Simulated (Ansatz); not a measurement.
Molecule: ZrOF, charge 0, multiplicity 2. SMILES: [O]=[Zr][F]
Geometry: optimised at B3LYP-D3(BJ)/def2-TZVP (Ansatz, an electronic-structure program).

Property: size of the dipole moment, in D. Set-up: open shells spin-unrestricted; LANL2DZ with its own core potentials from Na on; six Cartesian d functions in 6-31G* and its kin unless marked 5d; dispersion terms only where a functional's name holds one; STO-3G and 3-21G all-electron and non-relativistic; no spin-orbit coupling; def2 sets with scalar-relativistic core potentials past Kr. First-principles rows: single points at B3LYP-D3(BJ) geometries (Ansatz).

```json
[
 {"level": "SVWN5/6-31G* with LANL2DZ past Ar", "program": "Ansatz", "size of the dipole moment (D)": "3.80"},
 {"level": "PBE/STO-3G", "program": "Ansatz", "size of the dipole moment (D)": "2.85"},
 {"level": "PBE/3-21G", "program": "Ansatz", "size of the dipole moment (D)": "3.24"},
 {"level": "PBE/LANL2DZ", "program": "Ansatz", "size of the dipole moment (D)": "4.62"},
 {"level": "PBE/def2-SVP", "program": "Ansatz", "size of the dipole moment (D)": "4.27"},
 {"level": "PBE/6-31G* with LANL2DZ past Ar", "program": "Ansatz", "size of the dipole moment (D)": "3.96"},
 {"level": "BLYP/6-31G* with LANL2DZ past Ar", "program": "Ansatz", "size of the dipole moment (D)": "3.86"},
 {"level": "B3LYP/STO-3G", "program": "Ansatz", "size of the dipole moment (D)": "3.22"},
 {"level": "B3LYP/3-21G", "program": "Ansatz", "size of the dipole moment (D)": "3.74"},
 {"level": "B3LYP/LANL2DZ", "program": "Ansatz", "size of the dipole moment (D)": "5.11"},
 {"level": "B3LYP/def2-SVP", "program": "Ansatz", "size of the dipole moment (D)": "4.64"},
 {"level": "B3LYP/6-31G* with LANL2DZ past Ar", "program": "Ansatz", "size of the dipole moment (D)": "4.38"},
 {"level": "PBE0/6-31G* with LANL2DZ past Ar", "program": "Ansatz", "size of the dipole moment (D)": "4.62"}
]
```

No value to compare with is used here. The 13 habitual levels span 2.85 (PBE/STO-3G) to 5.11 D (B3LYP/LANL2DZ).

The levels are drawn from those run, B3LYP/6-31G* more often than the rest, none by its result; left out are runs that failed, that the program found above a lower state of the same kind, or whose <S^2> lies over 0.5 above the pure value.
